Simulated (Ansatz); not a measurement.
Gas-phase electronic energies from Ansatz, PBE0-D4/def2-TZVP geometries. CBS: MP2 limit from def2 TZ/QZ plus the TZ coupled-cluster correction, frozen cores. This one scheme is used for every species. DFT in def2-TZVPP. B3LYP here is the variant with VWN-RPA as its local correlation; programs differ in this. Elements past krypton have def2 core potentials. For In outer-core shells are correlated without core-valence functions, which leaves a few kJ/mol of doubt a bond. One conformer a species, not always the lowest.

Consider the ligand exchange at the In–O bond: `[OH][InH][F]` + CH₃NH₂ → `C[NH][InH][F]` + H₂O.

`[OH][InH][F]`:

```xyz
5

O    -0.321   -1.252    0.652
In    0.167    0.452   -0.198
F     1.831    1.021    0.630
H    -1.138   -1.630    0.316
H    -0.539    1.409   -1.400
```

CH₃NH₂:

Cartesian coordinates in Å:
```
C 0.207 -0.383 -0.365
N -0.098 0.473 0.769
H -0.407 -0.214 -1.261
H 0.087 -1.429 -0.072
H 1.254 -0.250 -0.648
H -1.061 0.356 1.055
H 0.018 1.447 0.522
```

`C[NH][InH][F]`:

Z-matrix (Å, degrees):
```
C
N 1 1.447
H 1 1.097 2 112.1
H 1 1.097 2 112.2 3 121.4
H 1 1.091 2 109.8 3 -119.3
In 2 1.984 1 125.2 3 119.9
H 2 1.006 1 113.9 3 -60.7
F 6 1.963 2 104.9 1 -0.4
H 6 1.685 2 137.6 1 179.8
```

H₂O:

Z-matrix (Å, degrees):
```
O
H 1 0.960
H 1 0.960 2 105.1
```

| level | ΔE (kcal/mol) | difference from CCSD(T)/CBS |
| --- | --- | --- |
| PBE-D4 | 3.1 | 1.3 |
| r2SCAN-D4 | 3.6 | 1.8 |
| PBE0-D4 | 2.6 | 0.8 |
| B3LYP-D4 | 3.1 | 1.3 |
| ωB97X-V | 3.4 | 1.6 |
| ωB97M-V | 3.0 | 1.2 |
| B2PLYP | 3.7 | 1.9 |
| PBE | 4.0 | 2.2 |
| r2SCAN | 3.8 | 2.0 |
| PBE0 | 3.3 | 1.5 |
| B3LYP | 4.5 | 2.7 |
| HF/def2-TZVPP | 5.3 | 3.5 |
| MP2/def2-TZVPP | 1.5 | -0.3 |
| SCS-MP2/def2-TZVPP | 2.6 | 0.8 |
| CCSD/def2-TZVPP | 2.4 | 0.6 |
| CCSD(T)/def2-TZVPP | 2.2 | 0.4 |
| HF/def2-QZVPP | 5.4 | 3.6 |
| MP2/def2-QZVPP | 1.3 | -0.5 |
| SCS-MP2/def2-QZVPP | 2.4 | 0.6 |
| HF/CBS(def2) | 5.4 | 3.6 |
| MP2/CBS(def2) | 1.1 | -0.7 |
| CCSD/CBS(def2) | 2.0 | 0.2 |
| CCSD(T)/CBS | 1.8 | 0 |

Largest T1 diagnostic among the species: 0.017.

The D4 term adds −1.4 kcal/mol with B3LYP and −0.8 kcal/mol with PBE0; it sums over pairs of atoms, weighted by their polarisabilities, and B3LYP, whose exchange is more repulsive, gets the larger term. In def2-TZVPP, CCSD(T) changes the Hartree–Fock value by −3.1 kcal/mol (the triples alone add −0.2 kcal/mol) and MP2 by −3.7 kcal/mol.
